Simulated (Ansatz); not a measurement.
`BN([SiH3])CC` + `BN` → `BNB` + `CCN[SiH3]`  (ligand exchange at a B–N bond)

Program: Ansatz. Geometries: PBE0-D4/def2-TZVP. ΔE: electronic, gas phase. CBS: MP2 limit from def2 TZ/QZ plus the TZ coupled-cluster correction, frozen cores. This one scheme is used for every species. DFT in def2-TZVPP. Each species was taken in one conformer, which may not be the lowest.

`BN([SiH3])CC`:

```xyz
15

B    -0.480    1.441   -1.124
N    -0.421    0.235   -0.424
Si   -0.607   -1.317   -1.209
C    -0.212    0.215    1.028
C     1.252    0.097    1.403
H    -0.385    2.473   -0.518
H    -0.627    1.428   -2.312
H    -1.805   -2.005   -0.656
H    -0.752   -1.108   -2.667
H     0.569   -2.185   -0.930
H    -0.632    1.133    1.446
H    -0.778   -0.617    1.464
H     1.370    0.070    2.489
H     1.696   -0.812    0.992
H     1.813    0.952    1.018
```

`BN`:

Z-matrix (Å, degrees):
```
B
N 1 1.385
H 1 1.197 2 119.0
H 1 1.197 2 119.0 3 -180.0
H 2 1.006 1 123.2 3 -0.0
H 2 1.006 1 123.2 3 180.0
```

`BNB`:

Cartesian coordinates in Å:
```
B -0.739 0.348 -0.973
N -0.290 0.168 0.359
B 0.922 -0.453 0.748
H -0.053 -0.052 -1.865
H -1.786 0.891 -1.173
H -0.888 0.515 1.097
H 1.189 -0.545 1.911
H 1.647 -0.872 -0.103
```

`CCN[SiH3]`:

Z-matrix (Å, degrees):
```
C
C 1 1.516
H 1 1.092 2 110.6
H 1 1.093 2 111.0 3 120.8
H 1 1.094 2 110.8 3 -119.6
N 2 1.449 1 111.9 3 58.7
H 2 1.096 1 109.3 3 -60.7
H 2 1.100 1 109.4 3 -176.5
Si 6 1.715 2 123.6 1 -150.6
H 6 1.009 2 113.3 1 55.1
H 9 1.488 6 108.6 2 54.2
H 9 1.496 6 115.4 2 -65.4
H 9 1.486 6 107.4 2 174.2
```

```json
{"level": "B97M-V", "ΔE (kJ/mol)": "43.1", "difference from CCSD(T)/CBS": "-1.6"}
{"level": "r2SCANh-D4", "ΔE (kJ/mol)": "44.5", "difference from CCSD(T)/CBS": "-0.2"}
{"level": "PBE", "ΔE (kJ/mol)": "45.7", "difference from CCSD(T)/CBS": "1.0"}
{"level": "BLYP", "ΔE (kJ/mol)": "39.8", "difference from CCSD(T)/CBS": "-4.9"}
{"level": "r2SCAN", "ΔE (kJ/mol)": "44.6", "difference from CCSD(T)/CBS": "-0.1"}
{"level": "PBE0", "ΔE (kJ/mol)": "41.1", "difference from CCSD(T)/CBS": "-3.6"}
{"level": "HF/def2-SVP", "ΔE (kJ/mol)": "21.8", "difference from CCSD(T)/CBS": "-22.9"}
{"level": "HF/def2-TZVPP", "ΔE (kJ/mol)": "21.4", "difference from CCSD(T)/CBS": "-23.3"}
{"level": "SCS-MP2/def2-QZVPP", "ΔE (kJ/mol)": "41.5", "difference from CCSD(T)/CBS": "-3.2"}
{"level": "HF/CBS(def2)", "ΔE (kJ/mol)": "20.9", "difference from CCSD(T)/CBS": "-23.8"}
{"level": "CCSD(T)/CBS", "ΔE (kJ/mol)": "44.7", "difference from CCSD(T)/CBS": "0"}
```

Problem. What do rigid-rotor, harmonic-oscillator terms from PBE0-D4/def2-TZVP frequencies (298.15 K, 1 bar) make of the CCSD(T)/CBS value? (An estimate is asked.)

Solution. Computed: ΔZPE = -1.4 kJ/mol, ΔH = +43.4 kJ/mol, ΔS = 8 J/(mol·K), ΔG = +41.0 kJ/mol.

Largest T1 diagnostic among the species: 0.012.

From r2SCAN to r2SCAN0 (25 % exact exchange), in def2-TZVPP and without D4, ΔE moves by −3.5 kJ/mol. At CCSD(T), def2-SVP lies +5.2 kJ/mol from the extrapolated value and def2-TZVPP +1.8 kJ/mol. In def2-TZVPP, CCSD(T) changes the Hartree–Fock value by +25.2 kJ/mol (the triples alone add +4.1 kJ/mol) and MP2 by +25.2 kJ/mol.
